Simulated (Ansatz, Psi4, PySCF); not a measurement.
HClSn, singlet, geometry from GFN2-xTB (such geometries of metal compounds can be far from the true shape) (core potentials on Sn), atoms displaced at random by about 0.08 Å a coordinate. Base run: B3LYP/def2-SVP, gradient run with PySCF.

PySCF was given this input:
```python
from pyscf import gto, scf, dft

mol = gto.Mole()
mol.atom = '''
    Sn   -0.37645404   -0.37385309    0.36198069
    H    -1.60634801   -1.12818562   -0.90534557
    Cl    0.94364357    1.09270316   -1.21228780
'''
mol.basis = 'def2-svp'
mol.ecp = {'Sn': 'def2-svp'}
mol.verbose = 3
mol.build()

mf = dft.RKS(mol)
mf.xc = 'b3lyp'
mf.kernel()
g = mf.nuc_grad_method()
grad = g.kernel()
```

Programs used: Ansatz (an electronic-structure program), Psi4, PySCF; a row that names a program was run with it.

The coordinate followed is x of atom 2.

Variants of this job, named by their change:

```tsv
change	dE/dx (Eh/bohr)	net force (Eh/bohr)
base	-0.013152	0.000084
grids.level = 1; grid_response = off	-0.013157	0.001474
grids.level = 5; grid_response = on	-0.013152	0.000000
code = psi4	-0.013132	0.000067
grids.level = 0; grid_response = on	-0.013083	0.000000
conv_tol = 1e-4	-0.013212	0.000084
conv_tol = 1e-6	-0.013129	0.000084
finite difference step (bohr) = 0.01; conv_tol = 1e-11	-0.013151	-
finite difference step (bohr) = 0.2; conv_tol = 1e-11	-0.013013	-
grids.level = 1; grid_response = on	-0.013133	0.000000
conv_tol = 1e-11	-0.013152	0.000084
code = ansatz	-0.013152	0.000000
```

The net force is zero for an exact gradient.
